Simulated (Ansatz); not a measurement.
One change: `C[NH][Zr]([F])([NH]C)[NH]C` becomes `C[NH][Zr]([NH]C)([NH]C)[N](C)C`.

Ansatz, PBE0-D4/def2-TZVP geometries, multiplicity 1. Each molecule was computed in one conformer, which needn't be the lowest.

Elements past krypton have def2 core potentials.

```
                               property  `C[NH][Zr]([F])([NH]C)[NH]C`
      LUMO energy (PBE/def2-TZVPP) / eV                         -0.88
  HOMO–LUMO gap (B3LYP/def2-TZVPP) / eV                          5.87
  LUMO energy (ωB97M-V/def2-TZVPP) / eV                          0.98
    HOMO–LUMO gap (PBE/def2-TZVPP) / eV                          4.23
   HOMO–LUMO gap (PBE0/def2-TZVPP) / eV                          6.34
HOMO–LUMO gap (ωB97M-V/def2-TZVPP) / eV                          9.71
```

(1) What does the change do to each property? (An estimate is asked.)

Results:

(1) Ansatz gave: 
```tsv
property	`C[NH][Zr]([NH]C)([NH]C)[N](C)C`	shift
LUMO energy (PBE/def2-TZVPP) / eV	-0.70	0.18
HOMO–LUMO gap (B3LYP/def2-TZVPP) / eV	5.58	-0.29
LUMO energy (ωB97M-V/def2-TZVPP) / eV	1.16	0.18
HOMO–LUMO gap (PBE/def2-TZVPP) / eV	3.99	-0.24
HOMO–LUMO gap (PBE0/def2-TZVPP) / eV	6.02	-0.32
HOMO–LUMO gap (ωB97M-V/def2-TZVPP) / eV	9.42	-0.29
```

With PBE0 the HOMO rises by 0.46 eV and the LUMO rises by 0.14 eV, so the gap narrows by about 0.32 eV. PBE moves the HOMO by 0.42 eV and ωB97M-V by 0.48 eV.

Positive LUMOs are unbound, so they and the gaps depend on the basis.

B3LYP here is the variant with VWN-RPA as its local correlation; programs differ in this.
